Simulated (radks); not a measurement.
The numbers below are computed, except where a source is named.
Problem. The mean radii <r> (bohr) of the occupied orbitals of an atom or ion are listed with their occupations. Level of theory: scalar-relativistic Kohn-Sham, PBEsol, spin-polarised, spherical densities, finite nucleus; Fermi nuclear charge, rms radius of each element as measured or else 0.836 A^(1/3) + 0.57 fm (a radial shooting solver on a logarithmic mesh with Libxc functionals).

orbital  occ.      <r>
1s up       1  0.01580
1s down     1  0.01580
2s up       1  0.06651
2s down     1  0.06651
2p up       3  0.06055
2p down     3  0.06055
3s up       1   0.1717
3s down     1   0.1717
3p up       3   0.1738
3p down     3   0.1738
3d up       5   0.1575
3d down     5   0.1575
4s up       1   0.3772
4s down     1   0.3772
4p up       3   0.4027
4p down     3   0.4027
4d up       5   0.4226
4d down     5   0.4226
5s up       1   0.8308
5s down     1   0.8308
4f up       7   0.4410
4f down     7   0.4410
5p up       3   0.9479
5p down     3   0.9475
5d up       5    1.229
5d down     5    1.223
6s up       1    2.070
6s down     1    2.057
6p up       1    2.603

Name the element and its charge. Open shells, if any, are filled with parallel spins first.

Solution. Z = 83, bismuth, charge +2: Bi2+ in [Hg] 6p1. The 1s radius gives Z: for a bare nucleus <r> = (2 gamma + 1)/(2Z) with gamma = sqrt(1 - (Z/c)^2), 0.01561 bohr for Z = 83, and screening makes it slightly larger (0.01580 here). The occupations add up to 81, and the charge is Z minus that.
